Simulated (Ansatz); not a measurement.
Relaxation of YSi6 with UKS PBE-D4/def2-SVP.

```sh
$ ansatz run in.yaml --threads 4 --pin off --events-out ev --progress --plain --max-ram 8704MiB
```

```yaml
crystal:
  periodic: [false, false, false]
  atoms:
    - {symbol: Y, position_ang: [-1.497265, 1.163153, 1.190944]}
    - {symbol: Si, position_ang: [0.901682, -1.073820, -0.140225]}
    - {symbol: Si, position_ang: [0.770020, 1.425235, -0.332421]}
    - {symbol: Si, position_ang: [0.924986, 0.081031, 1.929950]}
    - {symbol: Si, position_ang: [1.163050, -0.037780, -2.263056]}
    - {symbol: Si, position_ang: [-1.074898, -0.003202, -1.256729]}
    - {symbol: Si, position_ang: [-1.187575, -1.554647, 0.871537]}
basis:
  gaussian: {orbitals: def2-SVP}
magnetization: {spin_polarized: true, initial_magnetization: 3}
hamiltonian: {xc: pbe, dispersion: d4}
scf: {lower_state_search: "off"}
output: {orbitals: {seedname: orbitals}}
relax: {f_tol: 0.02, max_steps: 100}
```

It took 21 s on 4 threads of Intel Xeon Platinum 8259CL on a shared host.

Positions (Å) and forces (eV/Å) at steps 1, 2, 3, 4, 6 of 6:

```xyz
7
step=1 energy=-48268.8500 eV
Y    -1.497    1.163    1.191   -0.551    0.219    0.761
Si    0.902   -1.074   -0.140    0.504   -0.464   -0.290
Si    0.770    1.425   -0.332    0.327   -0.216   -0.403
Si    0.925    0.081    1.930   -0.324    0.072    0.044
Si    1.163   -0.038   -2.263   -0.270    0.291    0.090
Si   -1.075   -0.003   -1.257    0.373   -0.181   -0.380
Si   -1.188   -1.555    0.872   -0.058    0.278    0.177
7
step=2 energy=-48268.9537 eV
Y    -1.611    1.215    1.339    0.454   -0.251   -0.518
Si    0.964   -1.125   -0.185    0.338   -0.332   -0.160
Si    0.803    1.384   -0.365   -0.215   -0.008    0.354
Si    0.844    0.065    1.895   -0.111    0.263   -0.029
Si    1.175   -0.029   -2.300   -0.103    0.102    0.048
Si   -1.026   -0.032   -1.281   -0.167    0.029    0.378
Si   -1.148   -1.478    0.897   -0.195    0.198   -0.072
7
step=3 energy=-48269.0221 eV
Y    -1.585    1.221    1.276    0.130   -0.097   -0.109
Si    0.990   -1.155   -0.191    0.203   -0.182   -0.125
Si    0.793    1.375   -0.329   -0.044   -0.043    0.048
Si    0.841    0.072    1.885   -0.050    0.161    0.124
Si    1.147   -0.003   -2.285   -0.055    0.113   -0.065
Si   -1.037   -0.042   -1.245    0.013    0.001    0.077
Si   -1.149   -1.469    0.888   -0.198    0.046    0.050
7
step=4 energy=-48269.0378 eV
Y    -1.572    1.222    1.250   -0.038    0.010    0.059
Si    1.011   -1.177   -0.199    0.052   -0.060   -0.010
Si    0.796    1.360   -0.314    0.028   -0.016   -0.038
Si    0.836    0.087    1.895   -0.044    0.004    0.010
Si    1.129    0.026   -2.294   -0.024    0.040   -0.014
Si   -1.033   -0.055   -1.230    0.031   -0.013   -0.036
Si   -1.166   -1.463    0.892   -0.005    0.034    0.030
7
step=6 energy=-48269.0396 eV
Y    -1.578    1.227    1.254    0.003   -0.001   -0.004
Si    1.023   -1.189   -0.205   -0.003    0.001    0.004
Si    0.800    1.354   -0.313   -0.004   -0.001    0.003
Si    0.826    0.088    1.895   -0.003   -0.005   -0.007
Si    1.124    0.037   -2.300    0.000   -0.001    0.001
Si   -1.028   -0.062   -1.229   -0.001    0.002    0.004
Si   -1.166   -1.455    0.897    0.008    0.004   -0.001
```

In the def2 sets Y takes a core potential; there is no spin–orbit coupling. The relaxation made no stability test and no search for a lower SCF solution. At PBE-D4/def2-SVP a doublet of charge 0 lies 0.65 eV below the quartet, each at its own geometry. Another isomer (doublet) lies 0.07 eV lower at r2SCAN-D4/def2-TZVP.
